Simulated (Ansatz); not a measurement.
The cluster Be3Se2: single points at one geometry.

```yaml
crystal:
  periodic: [false, false, false]
  atoms:
    - {symbol: Be, position_ang: [-0.611604, 0.508125, 0.005979]}
    - {symbol: Be, position_ang: [1.582583, 0.096945, -0.411292]}
    - {symbol: Be, position_ang: [0.199344, -1.577403, 0.393963]}
    - {symbol: Se, position_ang: [0.727538, 2.065354, 0.077356]}
    - {symbol: Se, position_ang: [-1.897861, -1.093030, -0.065995]}
basis:
  gaussian: {orbitals: def2-TZVP, initial_orbitals: start.molden}
magnetization: {spin_polarized: true, initial_magnetization: 4}
hamiltonian: {xc: {text: "exchange = 0.95*pbe_x + 0.05*exact_x\ncorrelation = pbe_c"}}
scf: {omitted_lower_state_checks: [starts]}
output: {orbitals: {seedname: orbitals}}
```

The file start.molden holds the orbitals of an earlier run on this structure, at another level or in another basis.

```sh
$ ansatz run in.yaml --threads 4 --pin off --events-out ev --progress --plain --max-ram 3916MiB
```

Output, abridged:

```
Functional definition: unnamed
1115 factors; integrals over basis functions are off by at most 7.2e-4 eV
mean field evaluation 1: about -131880.4658 eV, gradient 6.5e0 eV
mean field evaluation 2: about -131880.5367 eV, gradient 1.4e-1 eV
mean field evaluation 4: about -131880.6277 eV, gradient 1.2e-2 eV
mean field -131880.62771965 eV, -4846.5236767969 hartree, gradient 6.2e-5 eV, S^2 6.008223; 0 other end points of the search recorded, 0 dependent functions left out
reference -131880.62776268 eV, -4846.5236783784 hartree; 42, 38 occupied and 111, 115 virtual orbitals, 1115 factors
Total energy: -131880.62776268 eV, -4846.5236783784 hartree
Checks for a lower state left out: starts
```

It took 4.7 s on 4 threads of Arm Neoverse V1 on a shared host.

The first input with `hamiltonian: {xc: {text: "exchange = 0.90*pbe_x + 0.10*exact_x\ncorrelation = pbe_c"}}` (abridged; 5.5 s):

```
Functional definition: unnamed
mean field -131881.49595887 eV, -4846.5555840000 hartree, gradient 1.4e-5 eV, S^2 6.010260
Total energy: -131881.49599956 eV, -4846.5555854952 hartree
Checks for a lower state left out: starts
```

As the first input, with `hamiltonian: {xc: pbe, dispersion: d4}` (abridged; 3.2 s):

```
Functional definition: PBE
mean field -131879.76904929 eV, -4846.4921212432 hartree, gradient 7.3e-5 eV, S^2 6.006596
Total energy: -131879.93210713 eV, -4846.4981135083 hartree
Checks for a lower state left out: starts
```

Geometry: r2SCAN-D4/def2-SVP.

At PBE0-D4/def2-TZVP a singlet of charge 0 lies 4.79 eV below the quintet, each at its own geometry. The structure comes from a short search, and lower isomers may exist.
